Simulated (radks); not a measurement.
Spherical quantum dot in the effective-mass picture: electrons in a parabolic well V = omega^2 r^2 / 2 with omega = 0.703, with a point charge +2 (a donor) at the centre, all in effective atomic units (hartree* = m*/eps^2 hartree, bohr* = eps/m* bohr), one dielectric constant everywhere. Method: non-relativistic Kohn-Sham, r2SCAN, spin-polarised, spherical densities, generalised Kohn-Sham scheme; computed with a radial shooting solver with Libxc functionals. Levels are named by radial order and angular momentum (1s, 1p, 1d, 2s, ...), and open shells are averaged over m.

N = 9, configuration 1s2 1p6 2s(up 1, down 0). This is the lowest configuration that the search found. Occupied and some empty levels:

level    occupation  eigenvalue (hartree*)  <r> (bohr*)
1s up             1                 3.2653       0.9370
1s down           1                 3.3055       0.9782
1p up             3                 4.3228        2.064
1p down           3                 4.3454        2.036
2s up             1                 4.4367        2.118
2s down           0                 4.5050        2.113
1d up             0                 4.8842        2.441
1d down           0                 4.9268        2.435
1f up             0                 5.4713        2.712
2p up             0                 5.5001        2.376
1f down           0                 5.5192        2.726
2p down           0                 5.5231        2.410
1g up             0                 6.0985        2.942
1g down           0                 6.1388        2.983

Energy (hartree*): total 18.2307, kinetic 7.9981, external -6.0791, Hartree 20.120, exchange-correlation -3.8079.
